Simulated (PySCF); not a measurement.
## C₆ coefficients of unlike pairs at TPSS

Calculated with PySCF 2.14 from the dipole response of each species, C₆(A,B) = (3/π) ∫ α_A(iu) α_B(iu) du, in atomic units, from isotropic polarisabilities. For ions this is the dispersion term alone; charge-induced terms of lower order in 1/R come first.

| species | configuration | basis | relativity | α (bohr³) | C₆ (like pair) |
| --- | --- | --- | --- | --- | --- |
| P³⁺ | [Ne] 3s2 (1S) | dyall-acv3z (19s12p6d4f) | none | 6.989 | 18.09 |
| Si³⁺ | [Ne] 3s1 (2S) | aug-cc-pCVQZ-DK (10s9p7d5f3g) | spin-free X2C | 7.523 | 14.58 |
| N⁺ | [He] 2s2 2p2 (3P) | aug-cc-pV5Z (7s6p5d4f3g2h) | none | 3.931 | 8.582 |
| Mg | [Ne] 3s2 (1S) | aug-cc-pCVTZ-DK with one added diffuse shell each of s, p, d, f type (9s8p6d4f) | spin-free X2C | 77.49 | 718.9 |

Estimate C₆ for Mg with N⁺.

The integral gives 60.23. The combination rule 2 C_A C_B / (C_A α_B/α_A + C_B α_A/α_B) gives 60.00 and the geometric mean 78.55.

No spin-orbit coupling is included.

The other pairs:

```
     pair     C₆
Si³⁺, P³⁺  16.01
  Mg, P³⁺  98.58
 Mg, Si³⁺  95.30
 N⁺, Si³⁺  10.45
  N⁺, P³⁺  12.16
```
